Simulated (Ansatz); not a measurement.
HGe (SMILES [GeH]), doublet, at a GFN2-xTB geometry, atoms displaced at random by about 0.1 Å a coordinate; HF/aug-cc-pVDZ in Ansatz (a program for electronic structure).

Input for Ansatz:
Ansatz 0.2 input:
```yaml
crystal:
  periodic: [false, false, false]
  atoms:
    - {symbol: Ge, position_ang: [-0.12409732, 0.18512273, -0.01177523]}
    - {symbol: H, position_ang: [0.00828555, -0.02144861, 1.52628538]}
basis:
  gaussian:
    orbitals: aug-cc-pVDZ
hamiltonian:
  xc: hf
magnetization: {spin_polarized: true, initial_magnetization: 1}
relax: {f_tol: 0.1}
```

The log (banner, timings and long lists left out):

```
Functional definition: HF
521 factors; integrals over basis functions are off by at most 2.8e-4 eV
mean field evaluation 1: about -56486.7455 eV, gradient 4.9e0 eV
mean field evaluation 2: about -56486.7457 eV, gradient 4.9e0 eV
mean field evaluation 4: about -56487.1222 eV, gradient 4.8e-1 eV
mean field evaluation 8: about -56487.1268 eV, gradient 2.5e-5 eV
mean field evaluation 16: about -56486.9158 eV, gradient 1.3e0 eV
mean field evaluation 32: about -56479.3472 eV, gradient 7.0e0 eV
mean field -56487.12675365 eV, -2075.8636198468 hartree, gradient 7.6e-6 eV, S^2 0.763868; 1 other end points of the search recorded, 0 dependent functions left out
the calculation of the forces begins
reference -56487.12675365 eV, -2075.8636198468 hartree; 17, 16 occupied and 28, 29 virtual orbitals, 521 factors
relax step   1: F+E_penalty+E_count = -56487.12675365 eV  Δ(F+E_penalty+E_count) = +0.000e0 eV  max|allowed force component| = 5.179e-1 eV/Å  Δτ_max = 0.0000 Å  (105 SCF iters, accepted)
these checks for a lower state are left out or cut short: starts, cluster_reference, orbital_swaps, neighbouring_geometries, increment
521 factors; integrals over basis functions are off by at most 3.3e-4 eV
mean field -56487.13526889 eV, -2075.8639327763 hartree, gradient 1.3e-5 eV, S^2 0.763833; 0 other end points of the search recorded, 0 dependent functions left out
the calculation of the forces begins
reference -56487.13526889 eV, -2075.8639327763 hartree; 17, 16 occupied and 28, 29 virtual orbitals, 521 factors
relax step   2: F+E_penalty+E_count = -56487.13526889 eV  Δ(F+E_penalty+E_count) = -8.515e-3 eV  max|allowed force component| = 6.666e-2 eV/Å  Δτ_max = 0.0146 Å  (28 SCF iters, accepted)
521 factors; integrals over basis functions are off by at most 3.3e-4 eV
mean field evaluation 64: about -56487.1347 eV, gradient 1.6e-1 eV
mean field evaluation 96: about -56487.1350 eV, gradient 5.3e-2 eV
mean field -56487.13526889 eV, -2075.8639327763 hartree, gradient 1.3e-5 eV, S^2 0.763833; 2 other end points of the search recorded, 0 dependent functions left out
the calculation of the forces begins
reference -56487.13526889 eV, -2075.8639327763 hartree; 17, 16 occupied and 28, 29 virtual orbitals, 521 factors
Total energy: -56487.13526889 eV, -2075.8639327763 hartree
Atom 0 at    -0.125340     0.187061    -0.026209 Å, force    -0.005737     0.008953    -0.066659 eV/Å
Atom 1 at     0.009528    -0.023387     1.540719 Å, force     0.005737    -0.008953     0.066659 eV/Å
Dipole moment:     0.000953    -0.001487     0.011070 e Å
```
